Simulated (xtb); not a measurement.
C₂H₃O₂, doublet, geometry from GFN2-xTB; GFN1-xTB with ALPB(ether) (xtb).

Input for xtb:
```
$ xtb mol.xyz --gfn 1 --uhf 1 --alpb ether --json

# file mol.xyz
7

C     -0.93387820    -0.06541199     0.01318371
O     -0.95258739    -1.26170140     0.00490787
O     -0.02803634     0.83430160     0.00637219
C      1.38446796     0.45047108    -0.01701847
H      1.94352282     1.38117052    -0.01853930
H      1.61200272    -0.14253780     0.86761719
H      1.58592576    -0.12978890    -0.91630983
```

Output, abridged:

```
   ID    Z sym.   atoms
    1    6 C      1, 4
    2    8 O      2, 3
    3    1 H      5-7

           -------------------------------------------------
          |                Calculation Setup                |
           -------------------------------------------------

           -------------------------------------------------
          |                 G F N 1 - x T B                 |
           -------------------------------------------------

      * Solvation model:               ALPB
        Solvent                        ether
        Parameter file                 internal GFN1-xTB/ALPB
        Dielectric constant                4.3300E+00
        Reference state                gsolv [1 M gas/solution]
        Free energy shift                  1.3619E-02 Eh       8.5463E+00 kcal/mol
        Temperature                        2.9815E+02 K
        Density                            7.1300E-01 kg/L
        Solvent mass                       7.4120E+01 g/mol
        Interaction kernel             P16
        Born radius scaling (c1)           1.8244E+00
        Born radii integrator          GBOBC
        Born offset                        0.0000E+00 a0       0.0000E+00 AA
        H-bond correction              true
        Ion screening                  false
        Surface tension                    1.0000E-05 Eh       1.5569E+01 dyn/cm
        Grid points                               230 per atom

          ...................................................
          :                      SETUP                      :
          :.................................................:
          :  # basis functions                  22          :
          :  # atomic orbitals                  22          :
          :  # shells                           14          :
          :  # electrons                        23          :
          :  # halogen bonds                     0          :
          :  max. iterations                   250          :
          :  Hamiltonian                  GFN1-xTB          :
          :  restarted?                      false          :
          :  GBSA solvation                   true          :
          :  PC potential                    false          :
          :  electronic temp.          300.0000000     K    :
          :  accuracy                    1.0000000          :
          :  -> integral cutoff          0.2500000E+02      :
          :  -> integral neglect         0.1000000E-07      :
          :  -> SCF convergence          0.1000000E-05 Eh   :
          :  -> wf. convergence          0.2000000E-04 e    :
          :  Broyden damping             0.4000000          :
          :  net charge                          0          :
          :  unpaired electrons                  1          :
          ...................................................

 iter      E             dE          RMSdq      gap      omega  full diag
   1    -15.2150449 -0.152150E+02  0.762E+00    2.82       0.0  T
   2    -15.2857777 -0.707328E-01  0.445E+00    2.79       1.0  T
   3    -15.2866370 -0.859320E-03  0.204E+00    2.86       1.0  T
   4    -15.2905731 -0.393605E-02  0.242E-01    2.83       1.0  T
   5    -15.2908586 -0.285572E-03  0.477E-02    2.83       1.0  T
   6    -15.2908736 -0.149750E-04  0.666E-03    2.83       5.7  T
   7    -15.2908737 -0.118978E-06  0.671E-04    2.83      56.3  T
   8    -15.2908737 -0.168665E-08  0.116E-04    2.83     325.3  T
   9    -15.2908737 -0.278160E-10  0.227E-05    2.83    1663.7  T

   *** convergence criteria satisfied after 9 iterations ***

         :::::::::::::::::::::::::::::::::::::::::::::::::::::
         ::                     SUMMARY                     ::
         :::::::::::::::::::::::::::::::::::::::::::::::::::::
         :: total energy             -15.169659089260 Eh    ::
         :: total w/o Gsasa/hb       -15.168858876452 Eh    ::
         :: gradient norm              0.021562471589 Eh/a0 ::
[...]
         :: total charge              -0.000000000000 e     ::
         :::::::::::::::::::::::::::::::::::::::::::::::::::::

           -------------------------------------------------
          |                Property Printout                |
           -------------------------------------------------

    * Orbital Energies and Occupations

         #    Occupation            Energy/Eh            Energy/eV
      -------------------------------------------------------------
         1        2.0000           -0.8516828             -23.1755
         2        2.0000           -0.8121470             -22.0996
         3        2.0000           -0.7294403             -19.8491
         4        2.0000           -0.6658588             -18.1189
         5        2.0000           -0.6522096             -17.7475
         6        2.0000           -0.6254619             -17.0197
         7        2.0000           -0.6153447             -16.7444
         8        2.0000           -0.5737546             -15.6127
         9        2.0000           -0.5617080             -15.2849
        10        2.0000           -0.5250053             -14.2861
        11        2.0000           -0.5139802             -13.9861
        12        1.0000           -0.3535422              -9.6204 (HOMO)
        13                         -0.2495596              -6.7909 (LUMO)
        14                         -0.1500746              -4.0837
        15                         -0.0847347              -2.3057
        16                         -0.0841171              -2.2889
        17                          0.0031108               0.0846
        18                          0.2403575               6.5405
        19                          0.2528929               6.8816
        20                          0.3236530               8.8070
        21                          0.3933109              10.7025
        22                          0.8121415              22.0995
      -------------------------------------------------------------
                  HL-Gap            0.1039826 Eh            2.8295 eV
             Fermi-level           -0.3676560 Eh          -10.0044 eV

  Mulliken/CM5 charges         n(s)   n(p)   n(d)
     1C     0.51753  0.58418   1.026  2.457  0.000
     2O    -0.47223 -0.51324   1.740  4.733  0.000
     3O    -0.37826 -0.46029   1.683  4.696  0.000
     4C     0.14300  0.01898   0.998  2.859  0.000
     5H     0.06459  0.12460   0.935  0.000  0.000
     6H     0.06270  0.12289   0.937  0.000  0.000
     7H     0.06267  0.12287   0.937  0.000  0.000

Wiberg/Mayer (AO) data.
largest (>0.10) Wiberg bond orders for each atom

 ---------------------------------------------------------------------------
     #   Z sym  total        # sym  WBO       # sym  WBO       # sym  WBO
 ---------------------------------------------------------------------------
     1   6 C    3.261 --     2 O    1.912     3 O    1.270
     2   8 O    2.081 --     1 C    1.912     3 O    0.137
     3   8 O    2.259 --     1 C    1.270     4 C    0.830     2 O    0.137
     4   6 C    3.863 --     5 H    0.985     7 H    0.983     6 H    0.983
                             3 O    0.830
     5   1 H    1.008 --     4 C    0.985
     6   1 H    1.001 --     4 C    0.983
     7   1 H    1.001 --     4 C    0.983
 ---------------------------------------------------------------------------

Topologies differ in total number of bonds
Writing topology from bond orders to xtbtopo.mol

 dipole moment from electron density (au)
     X       Y       Z
   1.1117   0.7648  -0.0108  total (Debye):    3.430

           -------------------------------------------------
          | TOTAL ENERGY              -15.169659089260 Eh   |
          | GRADIENT NORM               0.021562471589 Eh/α |
          | HOMO-LUMO GAP               2.829511827727 eV   |
           -------------------------------------------------

normal termination of xtb
```
